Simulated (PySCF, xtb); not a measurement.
C2H7NSi2, SMILES N#CC[SiH2][SiH3]. Other conformers were not sampled.

Harmonic wavenumbers (cm⁻¹) from GFN2-xTB (xtb) at its own minimum, in rising order: 22, 47, 104, 163, 352, 378, 429, 459, 463, 484, 577, 643, 708, 749, 782, 805, 807, 819, 1021, 1077, 1166, 1418, 2191, 2212, 2229, 2242, 2275, 2395, 2970, 2979.

Question: What does PBE-D3(BJ)/def2-SVP (PySCF) give at its own minimum? (Estimate from the structure and the level; the computed values follow.)

Answer: 46, 85, 108, 168, 339, 370, 407, 450, 477, 540, 632, 650, 744, 792, 844, 888, 899, 905, 958, 1110, 1124, 1356, 2152, 2157, 2167, 2173, 2184, 2285, 2988, 3047. Paired by order, the mean absolute difference is 46 cm⁻¹ and the zero-point energies are 47.1 and 47.2 kcal/mol.
